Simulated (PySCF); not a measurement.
C6H9FSi.
Numbering: `[CH3:1][CH2:2][Si@@H:3]1[CH:4]=[CH:5][CH:6]=[C:7]1[F:8]`

Structure used (GFN2-xTB), in Å, numbered top down from 1:
```xyz
17
C6H9FSi angstrom
C      2.5437    0.5599   -0.2798
C      1.4918   -0.5024   -0.5847
Si     0.0396   -0.4576    0.6436
C     -1.4914   -1.4305    0.1328
C     -2.5165   -0.5936   -0.0735
C     -2.2658    0.8257    0.1115
C     -1.0145    1.1191    0.4777
F     -0.6055    2.3877    0.6910
H      2.9626    0.4128    0.7129
H      2.1086    1.5553   -0.3190
H      3.3566    0.5144   -1.0027
H      1.1215   -0.3609   -1.6018
H      1.9586   -1.4877   -0.5562
H      0.4513   -0.6760    2.0336
H     -1.5957   -2.4958    0.0187
H     -3.5057   -0.9129   -0.3698
H     -3.0460    1.5544   -0.0443
```

Probes without a nucleus sit at each ring's centroid and 1 Å off its mean plane on both sides; NICS is minus the shielding there, NICSzz its component along the normal. Level: GIAO PBE0/pcSseg-1 (PySCF, non-relativistic, gas phase) on the GFN2-xTB geometry, one conformer.

Ring bond lengths (Å), with Mayer bond orders in brackets: Si3–C4 1.885 (0.88), C4–C5 1.339 (1.84), C5–C6 1.453 (1.08), C6–C7 1.336 (1.77), C7–Si3 1.904 (0.83).

Give the NICS values of each ring in ppm.

```tsv
ring	type	NICS(0)	NICS(1), two faces	NICS(1)zz, two faces	rms pucker (Å)	centre to ring atoms, mean (Å)
Si3–C4–C5–C6–C7	5-membered ring with Si; formal bonds 2 double, 3 single	0.8	-0.8 / -0.7	5.0 / 4.4	0.00	1.34
```

What can be read from them?

- Si3–C4–C5–C6–C7: mean NICS(1)zz 4.7 ppm, deshielded. Si3 has four or more neighbours, so the value isn't read as a sign of a π ring current.

List the ring angles and the Hirshfeld charges of the ring atoms.

- Si3–C4–C5–C6–C7: Si3 87.4° (+0.362 e), C4 109.9° (-0.160 e), C5 117.3° (-0.038 e), C6 114.3° (-0.081 e), C7 111.1° (-0.006 e); sum 540.0° against 540° for a flat convex ring.
